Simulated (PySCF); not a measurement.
InCl3, SMILES [Cl][In]([Cl])[Cl].

Coordinates come from a PBE-D3(BJ)/def2-SVP optimisation. The isomer is the one that the SMILES or the coordinates give; other isomers of the formula were not compared. The def2 effective core potentials stand for the cores of In; spin–orbit coupling is left out.

These are PBE-D3(BJ)/def2-SVP run with PySCF values and carry that method's errors.

Frequencies are harmonic and unscaled.

Modes within 1.5 cm⁻¹ of each other (mostly degenerate sets) share a row, with their intensities summed.

```
mode  ν (cm⁻¹)  IR (km/mol)  moving atoms (share of kinetic energy)
----  --------  -----------  --------------------------------------
1–2         88         14.8                        Cl 83 %, In 17 %
3           92         10.5                        Cl 52 %, In 48 %
4          326          0.0                                Cl 100 %
5–6        385        102.9                        Cl 69 %, In 31 %
```
